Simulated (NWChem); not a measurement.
Molecule: WH₃Cl₃; SMILES [Cl][WH3]([Cl])[Cl]

```xyz
7

W      0.0000     0.0000    -0.0186
Cl    -2.0983     0.7885    -0.4760
Cl     1.7320     1.4229    -0.4760
Cl     0.3663    -2.2114    -0.4760
H     -0.7557    -0.6204     1.3443
H     -0.1594     0.9647     1.3443
H      0.9151    -0.3443     1.3443
```
Atoms are numbered in this order, from 1.

All runs: NWChem. Structure relaxed at the PBE-D3(BJ)/def2-SVP level. def2 effective core potentials on W; no spin-orbit coupling. Vertical excitations in the gas phase; the lowest state need not have the same character in each row.

For level PBE/def2-SVP, full TDDFT:

```
Quantity                         Result
-------------------------------  ------
lowest excitation, singlet (eV)    2.87
orbital gap (eV)                   2.81
```

How do the values read with level B3LYP/def2-SVP, full TDDFT instead?


| Item | Result |
|---|---|
| lowest excitation, singlet (eV) | 3.02 |
| orbital gap (eV) | 4.48 |
